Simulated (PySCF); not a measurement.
Compound: [InCl4]- (charge -1).
Structure used (PBE0-D3(BJ)/def2-SVP), in Å, numbered top down from 1:
```
atom  x, y, z in Å
In1    0.0218   -0.0141    0.0015
Cl2   -0.2315   -0.1625    2.3773
Cl3    2.3433    0.0051   -0.5832
Cl4   -1.0256    1.9645   -0.8474
Cl5   -1.0333   -1.9035   -1.0103
```

Theory: PySCF, PBE0-D3(BJ)/def2-SVP geometry optimisation, gas phase, def2 core potentials past Kr.

(1) Which atoms are bound to In1, and at what distances?

(2) List the angles at In1.

(3) What is the shape at In1?

Answers

(1) 4 atoms: Cl5 2.389 Å, Cl2 2.394 Å, Cl3 2.394 Å, Cl4 2.394 Å.

(2) 
```tsv
angle	degrees	distance of the outer atoms (Å)
Cl2–In1–Cl4	110.9	3.94
Cl2–In1–Cl3	110.2	3.93
Cl3–In1–Cl5	109.3	3.90
Cl3–In1–Cl4	109.3	3.91
Cl2–In1–Cl5	108.9	3.89
Cl4–In1–Cl5	108.1	3.87
```

(3) Tetrahedral: angles from 108.1° to 110.9°; τ4 = (360° − α − β)/141° = 0.99 with α and β the two widest (0 for a square, 1 for a tetrahedron).

Charge -1, singlet. The geometry's basis has no diffuse functions, a weakness for an anion. Stationary, but not proved a minimum.
